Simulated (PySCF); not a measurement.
Nuclear quadrupole coupling in `N#C[C@@H]1CC[SiH2]/C(=C/F)[SiH2]1`

Compound: C6H10FNSi2.
Cartesian coordinates in Å at the GFN2-xTB level; atoms count from 1:
```xyz
20
C6H10FNSi2 angstrom
N     -1.103   -1.631   -2.488
C     -1.089   -1.506   -1.349
C     -1.041   -1.333    0.069
C     -1.795   -0.060    0.485
C     -1.336    1.192   -0.266
Si     0.412    1.787    0.189
C      1.530    0.267    0.110
C      2.773    0.356   -0.327
F      3.601   -0.707   -0.387
Si     0.796   -1.383    0.650
H     -1.547   -2.197    0.513
H     -1.676    0.084    1.562
H     -2.862   -0.213    0.290
H     -2.047    1.994   -0.059
H     -1.400    0.998   -1.339
H      0.412    2.280    1.575
H      0.874    2.832   -0.727
H      3.271    1.250   -0.678
H      1.457   -2.542    0.057
H      0.764   -1.454    2.118
```

Field gradients from the PBE0/pcSseg-1 density (PySCF, non-relativistic), principal values in atomic units, ordered |Vxx| ≤ |Vyy| ≤ |Vzz|:

```json
{"atom": "N1", "Vxx": "0.4170", "Vyy": "0.5236", "Vzz": "-0.9406"}
```

Question: Find the asymmetry η = (Vxx − Vyy)/Vzz and the couplings χ = eQV/h (234.96 MHz × Q in barn × V in au), with Q(14N) = 0.02044 b.

Answer: 
```json
{"atom": "N1", "environment": "nitrile nitrogen", "nucleus": "14N", "η": "0.11", "χzz (MHz)": "-4.518", "χxx (MHz)": "2.003", "χyy (MHz)": "2.515"}
```

The tensor is traceless: Vxx + Vyy + Vzz = 0.

Question: What is Vzz at N1 in SI units (1 au = 9.71736 × 10²¹ V/m²)?

Answer: -0.9406 au = -9.140 × 10²¹ V/m².

Question: And the gradient at the other heavy atoms, for which no coupling is worked out here?

Answer: 
```csv
atom,environment,Vzz (au),η
C2,nitrile carbon,-0.410,0.03
C3,sp3 carbon bound to silicon,0.174,0.72
C4,ring CH2 carbon,0.122,0.65
C5,sp3 carbon bound to silicon,0.093,0.62
Si6,SiH2 silicon,0.211,0.30
C7,fully substituted alkene carbon,0.241,0.20
C8,vinylic C–F carbon,-0.515,0.41
F9,vinyl fluorine,2.793,0.23
Si10,SiH2 silicon,0.272,0.97
```

Were the hydrogens deuterons (Q(2H) = 0.00286 b), χzz would run from 106 kHz (H16 and H20) to 211 kHz (H18).

The structure is a single GFN2-xTB conformer in the gas phase; no vibrational or solvent corrections. GFN2-xTB bond lengths can be off by several hundredths of an ångström, more for odd bonds, and the gradients follow them. The basis is small and wasn't made for field gradients, so the couplings can be 20 % off.
